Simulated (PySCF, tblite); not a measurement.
Isomers of C5H11FN2Si. Level: GFN2-xTB in tblite, geometry and Hessian alike; calculated harmonic values, unscaled, isolated species. Errors from tens to a few hundred cm⁻¹ against measured bands are possible. Modes of hydrogen on silicon can be 10 to 20 % off. One conformer each.

Electronic energies: PBE0/pcSseg-1 single points on the GFN2-xTB geometries (PySCF, gas phase).

```tsv
SMILES	electronic energy, lowest = 0 (kcal/mol)
CN(C)[SiH2][C@H](F)CC#N	16.1
C[C@]1(/C=C\F)CN[SiH2]N1	0.0
C/N=C/[C@@H]1C[Si@@H](CF)N1	21.8
```

Problem. How do GFN2-xTB zero-point energies change the relative energies?

Solution. 
```tsv
SMILES	ZPE (kcal/mol)	of it from modes above 1550 cm⁻¹	electronic (kcal/mol)	with ZPE, lowest = 0 (kcal/mol)	lowest mode (cm⁻¹)	rings
C[C@]1(/C=C\F)CN[SiH2]N1	97.5	48.9	0.0	0.0	43	1
CN(C)[SiH2][C@H](F)CC#N	96.0	48.1	16.1	14.7	45	0
C/N=C/[C@@H]1C[Si@@H](CF)N1	97.5	48.6	21.8	21.9	29	1
```

The zero-point energies span 1.5 kcal/mol, from `CN(C)[SiH2][C@H](F)CC#N` to `C/N=C/[C@@H]1C[Si@@H](CF)N1`. The order is unchanged.

Problem. And how do the electronic energies of GFN2-xTB itself compare?

Solution. `C[C@]1(/C=C\F)CN[SiH2]N1` 0.0; `CN(C)[SiH2][C@H](F)CC#N` 29.5; `C/N=C/[C@@H]1C[Si@@H](CF)N1` 36.2 kcal/mol, lowest = 0. Against the energies above, taken from the same isomer `C[C@]1(/C=C\F)CN[SiH2]N1`, the largest difference is 14.4 kcal/mol.

Problem. What do entropy and thermal enthalpy add at 298.15 K and 1 bar (rigid rotor, harmonic oscillator, one conformer each)?

Solution. 
```csv
SMILES,point group,symmetry number,S (cal/(mol K)),H − H(0) (kcal/mol),ZPE + H − H(0) − TS (kcal/mol)
C[C@]1(/C=C\F)CN[SiH2]N1,C1,1,98.9,7.12,75.1
CN(C)[SiH2][C@H](F)CC#N,C1,1,108.6,8.13,71.8
C/N=C/[C@@H]1C[Si@@H](CF)N1,C1,1,106.6,7.63,73.4
```
